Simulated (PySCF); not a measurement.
Electron correlation in As¹¹⁺ (arsenic, charge +11)

Starting occupation: [Ar] 3d4, 3d3/2 with m_j = -3/2, -1/2, +1/2, +3/2. Calculation: PySCF 2.14, in an uncontracted even-tempered set (17 s from 0.76 bohr⁻², ratio 2.8; 12 p from 0.98 bohr⁻², ratio 2.8; 8 d from 0.98 bohr⁻², ratio 2.8; 4 f from 3.9 bohr⁻², ratio 3); X2C-1e with screened-nucleus spin-orbit coupling, Gaussian nucleus. Frozen: [Ne]; 12 electrons correlated; the 70 highest virtual spinors left out.

MP2 pair energies summed by pair of shells (mhartree):

```json
{"pair": "3d-3p", "energy": "-164.63", "share (%)": "42.5"}
{"pair": "3p-3p", "energy": "-115.13", "share (%)": "29.8"}
{"pair": "3d-3d", "energy": "-39.46", "share (%)": "10.2"}
{"pair": "3p-3s", "energy": "-38.58", "share (%)": "10.0"}
{"pair": "3d-3s", "energy": "-23.10", "share (%)": "6.0"}
{"pair": "3s-3s", "energy": "-6.08", "share (%)": "1.6"}
```

Total MP2 correlation energy: -386.99 mhartree.

The GHF reference relaxed away from the jj start to a determinant that is no pure jj level (⟨S²⟩ = 5.94, ⟨J²⟩ = 3.63); the energies belong to that determinant.
